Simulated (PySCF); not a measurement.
C2H6BFO2, SMILES FCB(O)OC. Atoms are numbered in the order given.

```xyz
12

C     -0.0378    -2.4471     0.0000
O     -0.7210    -1.2043     0.0000
B     -0.0202    -0.0448     0.0000
O      1.3393    -0.0373     0.0000
C     -0.8096     1.3310     0.0000
F      0.1214     2.3831     0.0000
H     -0.7903    -3.2482     0.0000
H      0.6010    -2.5521     0.8925
H      0.6010    -2.5521    -0.8925
H      1.6516     0.8808     0.0000
H     -1.4588     1.4388     0.8878
H     -1.4588     1.4388    -0.8878
```

Coordinates come from a r2SCAN-D4/def2-SVP optimisation. This is a generated structure with no PubChem entry under its InChIKey; it may be hypothetical. The values are those of a single conformer.

Calculation: PBE/def2-TZVP (PySCF).

Gas-phase values at a fixed geometry.

```json
{
  "total_energy": "-354.80352 hartree",
  "point_group": "Cs",
  "highest_occupied_level": "-7.11 eV",
  "lowest_empty_level": "-0.02 eV",
  "orbital_gap": "7.09 eV",
  "dipole_moment": "0.83 D",
  "quadrupole, principal values (traceless, Buckingham form, about the centre of nuclear charge)": "-0.91, 0.08, 0.83 D·Å",
  "mean_static_polarisability": "47.9 bohr³ (7.10 Å³)",
  "polarisability_principal_values": "39.0, 47.8, 57.0 bohr³"
}
```
